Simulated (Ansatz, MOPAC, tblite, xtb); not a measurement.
**SiNH4SF (SMILES N[SiH](F)S): the dipole moment, rung by rung**

SiNH4SF has 8 atoms, charge 0, and is taken as a singlet. As SMILES, `N[SiH](F)S`. Geometry: relaxed at PBE0-D4/def2-TZVP. This is one conformer, not always the lowest.

```csv
atom,x (Å),y (Å),z (Å)
N,-0.9021,0.9559,0.4122
Si,0.3755,-0.1300,0.2163
F,1.7043,0.4673,-0.4490
S,-0.3268,-1.6380,-1.1011
H,-0.9928,1.5308,1.2327
H,-1.4566,1.2868,-0.3594
H,0.7905,-0.5962,1.5545
H,0.9003,-1.9335,-1.5620
```

Each level gives the dipole moment (D). The values are calculated.

| level | kind | program | value (D) | CPU time |
| --- | --- | --- | --- | --- |
| PM6 | semi-empirical | MOPAC | 2.15 | under 2 s |
| PM7 | semi-empirical | MOPAC | 1.49 | under 2 s |
| GFN1-xTB | semi-empirical | xtb | 1.60 | under 2 s |
| IPEA1-xTB | semi-empirical | tblite | 1.87 | under 2 s |
| HF/STO-3G | Hartree–Fock | Ansatz | 1.11 | 1.3 s |
| HF/3-21G | Hartree–Fock | Ansatz | 2.25 | 1.9 s |
| HF/def2-SVP | Hartree–Fock | Ansatz | 1.62 | 4.9 s |
| B3LYP/6-31G* (spherical functions) | global hybrid | Ansatz | 1.77 | 11 s |
| B3LYP/6-31G* (Cartesian functions) | global hybrid | Ansatz | 1.77 | 11 s |
| PBE0/def2-SVP | global hybrid | Ansatz | 1.58 | 10 s |

The values span 1.11 to 2.25 D. Sets without polarisation functions give poor dipoles. Without the sets that lack polarisation functions the rows with a basis span only 1.58 to 1.77 D. CPU times are rough (shared hosts, several kinds of processor): they show what a rung costs within a factor of a few.
